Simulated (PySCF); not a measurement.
Species: C5H11NO2Si.
Numbering: `[CH2:1]1[CH2:2][C@@H:3]([SiH:4]2[O:5][CH2:6][CH2:7][O:8]2)[NH:9]1`

NICS = −σ at a ghost point: NICS(0) at the centroid of the ring atoms, NICS(1) 1 Å to either side along the normal of their mean plane, zz for the tensor component along that normal. Level: GIAO PBE0/pcSseg-1 (PySCF, non-relativistic, gas phase) on the GFN2-xTB geometry, one conformer.

Rings: 1. C1–C2–C3–N9; 2. Si4–O5–C6–C7–O8.

```json
{"set": "P", "NICS(0)": "-7.3", "NICS(1), two faces": "-2.1 / -2.7", "NICS(1)zz, two faces": "-5.4 / -5.0"}
{"set": "Q", "NICS(0)": "-1.3", "NICS(1), two faces": "0.0 / 0.6", "NICS(1)zz, two faces": "3.3 / 1.9"}
```

Problem. Which set (ppm) belongs to which ring?

Solution. P = 2, Q = 1.
- 1 (4-membered ring with N; formal bonds all single): mean NICS(1)zz 2.6 ppm, near zero. C1, C2, C3 have four or more neighbours, so the value isn't read as a sign of a π ring current.
- 2 (5-membered ring with 2 O and Si; formal bonds all single): mean NICS(1)zz -5.2 ppm, shielded. Si4, C6, C7 have four or more neighbours, so the value isn't read as a sign of a π ring current.

Problem. How do the rings differ in shape?

Solution. 
| ring | bond lengths (Å) | rms pucker (Å) | HOMA | nearest outside atom to a NICS(1) probe (Å) |
| --- | --- | --- | --- | --- |
| 1 | 1.530, 1.536, 1.475, 1.462 | 0.11 | – | hydrogen 1.46 |
| 2 | 1.643, 1.398, 1.543, 1.398, 1.641 | 0.09 | – | hydrogen 1.63 |

The run took 82 s of wall time (grids of density and orbitals included) on one thread of an Intel Xeon at 2.70 GHz, no GPU, shared host with 64 logical CPUs at a one-minute load of 63, and the process peaked at 1.0 GiB of memory. This is the whole shielding run at PBE0/pcSseg-1, SCF included.
